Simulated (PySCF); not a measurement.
Computed IR spectrum (relative IR intensity) of a molecule C3H8OSi2. The structure is a stationary point at PBE-D3(BJ)/def2-SVP. Other conformers were not sampled. These are PySCF with PBE-D3(BJ)/def2-SVP values and carry that method's errors. Frequencies are harmonic and unscaled.

```tsv
ν (cm⁻¹)	relative intensity
132	2.6
205	21
311	17
459	2.1
484	7.0
607	18
621	20
713	5.4
719	2.5
800	7.6
805	31
873	100
885	4.0
898	82
909	9.5
913	6.3
927	29
1050	8.2
1141	2.0
2146	45
2165	34
2183	14
2191	24
2201	61
2208	15
3762	16
```

**Question.** Identify the compound among the candidates.
A) C=C1O[SiH2][Si@@H]1C
B) O[SiH2]C#CC[SiH3]
C) CC1=C([SiH3])[SiH2]O1
D) C=C1[SiH2]C[Si@@H]1O

**Answer.** B, O[SiH2]C#CC[SiH3]
